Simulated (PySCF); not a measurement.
Compound: (CdSe)2 ring, Cd₂Se₂ (singlet state).
Bonds: Cd1–Se2, Cd1–Se4, Se2–Cd3, Cd3–Se4.

Computed with TDDFT CAM-B3LYP/def2-SVPD, vertical, gas phase, core orbitals frozen in the response, def2 core potentials past Kr (PySCF). Geometry: PBE0-D3(BJ)/def2-SVP; no solvent, vibrations or thermal averaging. Spin–orbit coupling is left out.

Computed states:

```
state  E (eV)       f
   S1    1.83  0.0000
   S2    2.49   0.023
   S3    2.53   0.019
   S4    2.56  0.0000
   S5    2.81  0.0000
   S6    2.97  0.0000
   S7    3.25  0.0000
   S8    4.08   0.044
   S9    4.54   0.287
  S10    5.02  0.0000
```

Broadening: Gaussians 0.25 eV wide at half height, area fixed by f = 4.319×10⁻⁹ ∫ε dν̃. The width is an assumption, not a result. The curve ends short of the highest state used, and states not computed would add to its high-energy end.

Q: What does the envelope look like, and where are its maxima?

A: 
| E (eV) | ε (L mol⁻¹ cm⁻¹) |
| --- | --- |
| 1.45 | 0 |
| 1.54 | 0 |
| 1.62 | 0 |
| 1.71 | 0 |
| 1.79 | 0 |
| 1.88 | 0 |
| 1.96 | 0 |
| 2.05 | 1 |
| 2.13 | 9 |
| 2.22 | 123 |
| 2.30 | 686 |
| 2.39 | 2452 |
| 2.47 | 4235 |
| 2.56 | 4053 |
| 2.64 | 2171 |
| 2.73 | 557 |
| 2.81 | 93 |
| 2.90 | 6 |
| 2.98 | 0 |
| 3.07 | 0 |
| 3.15 | 0 |
| 3.24 | 0 |
| 3.32 | 0 |
| 3.40 | 0 |
| 3.49 | 0 |
| 3.57 | 0 |
| 3.66 | 2 |
| 3.74 | 26 |
| 3.83 | 283 |
| 3.91 | 1274 |
| 4.00 | 3516 |
| 4.08 | 4742 |
| 4.17 | 3429 |
| 4.25 | 2039 |
| 4.34 | 5195 |
| 4.42 | 15795 |

Maxima: 494 nm (2.51 eV), ε about 4500, made up of S2 (55%) and S3 (45%); 304 nm (4.08 eV), ε about 4700, made up of S8 (100%) (ε in L mol⁻¹ cm⁻¹; maxima over ε = 5, shares over 10%). At its high-energy end, 4.42 eV, the curve is still rising (ε about 16000, from S9).

Q: On this curve, what absorbance would a 10⁻⁴ mol/L sample give at 532 nm over a 1 cm path?

A: 532 nm is 2.331 eV, where ε is about 1100 L mol⁻¹ cm⁻¹, so A = ε c l ≈ 0.11 (Beer–Lambert, with the gas-phase spectrum and the assumed width).

Q: Coming from long wavelengths, where does ε first pass 100 L mol⁻¹ cm⁻¹?

A: At about 560 nm (2.21 eV), 0.38 eV above S1.

Q: What would ε be at 4.08 eV, the highest of these maxima, with half the width (0.125 eV)?

A: About 9470 L mol⁻¹ cm⁻¹ against 4740, a factor of about 2.00; a lone state at its own centre would give exactly 2.

All these states lie below the vertical ionisation energy of 8.11 eV (ΔSCF).
